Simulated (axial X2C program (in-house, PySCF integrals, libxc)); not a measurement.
**Potential curves of TiC, spin-free**

Computed with an in-house all-electron X2C program for linear molecules (integrals from PySCF). Spin-free means the one-electron spin-free X2C Hamiltonian. Basis: Ti dyall-cv3z [10s10p6d4f2g], C dyall-v3z [7s6p2d1f] (cores contracted in-house); Gaussian nuclei, density fitting, unrestricted open shells. Masses: Ti 47.948 u, C 12.000 u.

State: M_S = 1, Λ = 0 (beyond evenly filled blocks: 2 × σα). Energies in eV from the fragments at the same level (Ti + C). Fits are polynomials in 1 − R0/R over 0.85 to 1.23 times the lowest point R0.

```
 R (Å)     PBE0
1.4294  -2.9094
1.4951  -3.5461
1.5444  -3.8365
1.5937  -3.9941
1.6430  -4.0411
1.7005  -3.9823
1.7580  -3.8275
1.8319  -3.5206
1.9223  -3.0387
```

The state is one determinant whose occupation by symmetry is held fixed; it was picked as the lowest of a PBE0 search that is not exhaustive. De is counted from the lowest determinant-based energies of the atoms at the same level, without counterpoise correction. PBE0 can misorder states that lie within some tenths of an eV, so this need not be the ground state of the molecule. The nearest other spin-free determinant of the search, M_S = 0, Λ = 0, lies 0.20 eV up at the distance of the search. The stretched end of a curve changes character and is left out.

(1) Fit the PBE0 curve near its minimum: give the equilibrium distance, the harmonic wavenumber and the well depth.

Results:

(1) At PBE0, spin-free: Re = 1.642 Å, ωe ≈ 1030 cm⁻¹, De = 4.04 eV to Ti + C; Be follows as 0.651 cm⁻¹.
